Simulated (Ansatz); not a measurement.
A structure relaxed at PBE0-D4/def2-TZVP, charge 0, multiplicity 1:

```xyz
11

C    -0.324   -0.670   -2.384
O    -0.226   -0.911   -1.011
Al    0.020   -0.166    0.455
C     0.236    0.101    2.324
N     0.312    1.270    1.348
H    -1.326   -0.930   -2.739
H    -0.132    0.379   -2.637
H     0.399   -1.290   -2.923
H     1.166   -0.119    2.855
H    -0.603    0.135    3.023
H     0.478    2.201    1.688
```

Q: Give its formula and SMILES.

A: C2H6AlNO, `C[O][Al]1[CH2][NH]1`.

Q: Point group (tolerance 0.08 Å, 0.16 Å for H)?

A: Cs.

Q: Summarise the bond lengths by kind.

A: 1 × C–O 1.397 Å; 5 × C–H 1.093 to 1.095 Å; 1 × Al–O 1.663 Å; 1 × Al–C 1.900 Å; 1 × Al–N 1.716 Å; 1 × C–N 1.525 Å; 1 × H–N 1.004 Å.

All numbers were calculated with Ansatz.
